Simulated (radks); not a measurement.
Values are calculated unless marked as measured or tabulated.
Excited configurations of Yb+: one electron is placed in a higher orbital outside [Xe] 4f14. The ground configuration is [Xe] 4f14 6s1. Code: a radial shooting solver on a logarithmic mesh with Libxc functionals. Model: Dirac Kohn-Sham, PBE, spin-unpolarised, spherical densities, finite nucleus; open shells are shared between the two j in proportion to 2j + 1; Fermi nuclear charge, rms radius 5.3108 fm. Excitation = E - E(ground); binding = E(ion) - E, where the ion is the core of charge +2; n* = 2/sqrt(2 binding) in atomic units, and the quantum defect is n - n*. Eigenvalue and <r> are those of j = l + 1/2.

outer orbital  excitation (eV)  binding (eV)     n*  quantum defect  eigenvalue (eV)  <r> (bohr)
6d                       7.535         4.711  3.399           2.601           -3.505       7.533
6f                       9.898         2.348  4.814           1.186           -1.787       14.93
7p                       7.745         4.501  3.477           3.523           -3.462       9.080
7f                      10.570         1.676  5.698           1.302           -1.316       22.46

Estimate the row for 5f.

Answer. excitation (eV) 8.757; binding (eV) 3.489; n* 3.949; quantum defect 1.051; eigenvalue (eV) -2.484; <r> (bohr) 8.752. The Delta-SCF ionisation energy is 12.246 eV (NIST Atomic Spectra Database: 12.179 eV, measured). Self-interaction in the functional shifts the binding energies and quantum defects, so they are the method's values and not measured ones. Spin polarisation and multiplet splitting are left out, so open shells lie too high by an amount that depends on their filling.

Beside tabulated values, note that spin-unpolarised runs miss the spin-polarisation part of the exchange energy of open shells.
